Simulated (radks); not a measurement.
Question: The mean radii <r> (bohr) of the occupied orbitals of an atom or ion are listed with their occupations. All-electron calculation, Dirac Kohn-Sham, B86b exchange with PBE correlation, spin-unpolarised, spherical densities, point nucleus. Program: a radial shooting solver on a logarithmic mesh with Libxc functionals.

orbital  occ.      <r>
1s1/2       2  0.01714
2s1/2       2  0.07168
2p1/2       2  0.05906
2p3/2       4  0.06749
3s1/2       2   0.1865
3p1/2       2   0.1768
3p3/2       4   0.1923
3d3/2       4   0.1676
3d5/2       6   0.1723
4s1/2       2   0.4149
4p1/2       2   0.4179
4p3/2       4   0.4517
4d3/2       4   0.4616
4d5/2       6   0.4728
5s1/2       2   0.9467
4f5/2       6   0.5115
4f7/2       8   0.5187
5p1/2       2    1.021
5p3/2       4    1.111
5d3/2     2.4    1.409
5d5/2     3.6    1.447

Name the element and its charge. Open shells, if any, are shared by 2j + 1.

Answer: Z = 78, platinum, charge +4: Pt4+ in [Xe] 4f14 5d6. The 1s radius gives Z: for a bare nucleus <r> = (2 gamma + 1)/(2Z) with gamma = sqrt(1 - (Z/c)^2), 0.01695 bohr for Z = 78, and screening makes it slightly larger (0.01714 here). The occupations add up to 74, and the charge is Z minus that.
